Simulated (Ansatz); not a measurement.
Total energies of B3P3H12, a cluster cut from wurtzite BP (hydrogen-capped) from Ansatz at PBE0-D4/def2-TZVP, gas phase (1 Eh = 27.2114 eV = 2625.5 kJ/mol). The reference geometry is relaxed at r2SCAN-D4/def2-SVP.

```xyz
18

P     0.0050   -1.2281   -1.3555
B     1.7050   -0.4196   -0.8548
P     1.5309    0.2271    0.9744
B    -1.6235   -0.1988   -1.0670
P    -1.5985    0.4347    0.7749
B    -0.0007    1.3477    1.4139
H     0.0676   -1.5967   -2.7217
H    -0.1176   -2.5206   -0.7767
H     2.6203   -1.2113   -0.9596
H     1.8101    0.5779   -1.5470
H     1.6323   -0.8535    1.8923
H     2.7133    0.9275    1.3179
H    -2.6144   -0.8641   -1.2933
H    -1.5081    0.7980   -1.7586
H    -1.9565   -0.6154    1.6635
H    -2.7123    1.2875    0.9719
H     0.1096    2.3422    0.7181
H    -0.0624    1.5655    2.6073
```

```json
{"state": "charge 0 singlet", "geometry": "reference", "energy (Eh)": "-1105.45260"}
{"state": "charge 1 doublet", "geometry": "reference", "energy (Eh)": "-1105.09365"}
{"state": "free P atom (quartet)", "geometry": "–", "energy (Eh)": "-341.13505"}
{"state": "free B atom (doublet)", "geometry": "–", "energy (Eh)": "-24.61828"}
{"state": "free H atom (doublet)", "geometry": "–", "energy (Eh)": "-0.50104"}
```

Q: Work out the vertical ionisation energy to the doublet.

A: E(charge 1 doublet) − E(charge 0 singlet) = -1105.09365 − (-1105.45260) = 0.35895 Eh = 9.77 eV. For comparison, −ε of the highest occupied level is 8.05 eV at this level, 1.72 eV less.

Q: What is the binding energy per atom against free atoms?

A: Atoms: 3 × (-341.13505) + 3 × (-24.61828) + 12 × (-0.50104) = -1103.27247 Eh. Binding: -1103.27247 − (-1105.45260) = 2.18013 Eh = 59.32 eV, or 3.30 eV for each of 18 atoms (no zero-point energy, no counterpoise term).
